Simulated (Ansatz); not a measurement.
Consider the ligand exchange at the Si–S bond: `C[SiH2]SS` + H–F → `C[SiH2]F` + `SS`.

Isolated molecules relaxed with PBE0-D4/def2-TZVP in Ansatz; ΔE leaves out vibrations. CCSD(T)/CBS adds triple-zeta CCSD(T) − MP2 to the extrapolated MP2 energy (def2 sets, frozen cores). This one scheme is used for every species. DFT in def2-TZVPP. B3LYP here is the variant with VWN-RPA as its local correlation; programs differ in this. HSE06 is defined as in plane-wave codes. One conformer a species, not always the lowest.

```tsv
level	ΔE (kJ/mol)	difference from CCSD(T)/CBS
LDA (SPW92)	-63.5	6.9
PBE-D4	-60.2	10.2
revPBE-D4	-55.4	15.0
BLYP-D4	-73.1	-2.7
B97M-V	-80.9	-10.5
PBE0-D4	-62.7	7.7
r2SCANh-D4	-74.3	-3.9
r2SCAN0-D4	-73.6	-3.2
HSE06-D4	-62.3	8.1
BHLYP-D4	-80.6	-10.2
CAM-B3LYP-D4	-85.1	-14.7
ωB97M-V	-76.5	-6.1
B2PLYP	-83.4	-13.0
PBE-QIDH	-69.4	1.0
PBE	-69.1	1.3
revPBE	-71.8	-1.4
BLYP	-90.7	-20.3
B3LYP	-90.1	-19.7
r2SCANh	-76.9	-6.5
r2SCAN0	-76.5	-6.1
HSE06	-70.0	0.4
BHLYP	-94.3	-23.9
CAM-B3LYP	-93.7	-23.3
LC-ωPBE	-78.5	-8.1
RPA@PBE/def2-TZVPP	-78.7	-8.3
HF/def2-SVP	-91.7	-21.3
MP2/def2-SVP	-70.2	0.2
CCSD/def2-SVP	-76.9	-6.5
CCSD(T)/def2-SVP	-73.4	-3.0
HF/def2-TZVPP	-104.1	-33.7
MP2/def2-TZVPP	-67.6	2.8
SCS-MP2/def2-TZVPP	-77.8	-7.4
CCSD/def2-TZVPP	-79.5	-9.1
CCSD(T)/def2-TZVPP	-73.7	-3.3
HF/def2-QZVPP	-106.7	-36.3
MP2/def2-QZVPP	-66.6	3.8
SCS-MP2/def2-QZVPP	-76.7	-6.3
HF/CBS(def2)	-107.0	-36.6
MP2/CBS(def2)	-64.3	6.1
CCSD/CBS(def2)	-76.2	-5.8
CCSD(T)/CBS	-70.4	0
```

Q: What do rigid-rotor, harmonic-oscillator terms from PBE0-D4/def2-TZVP frequencies (298.15 K, 1 bar) make of the CCSD(T)/CBS value? (An estimate is asked.)

A: Computed: ΔZPE = +0.4 kJ/mol, ΔH = -73.7 kJ/mol, ΔS = 13 J/(mol·K), ΔG = -77.6 kJ/mol.

Largest T1 diagnostic among the species: 0.011.

The D4 term adds +14.4 kJ/mol with B3LYP and +8.0 kJ/mol with PBE0; it sums over pairs of atoms, weighted by their polarisabilities, and B3LYP, whose exchange is more repulsive, gets the larger term. From BLYP to BHLYP (50 % exact exchange), in def2-TZVPP and without D4, ΔE moves by −3.5 kJ/mol.
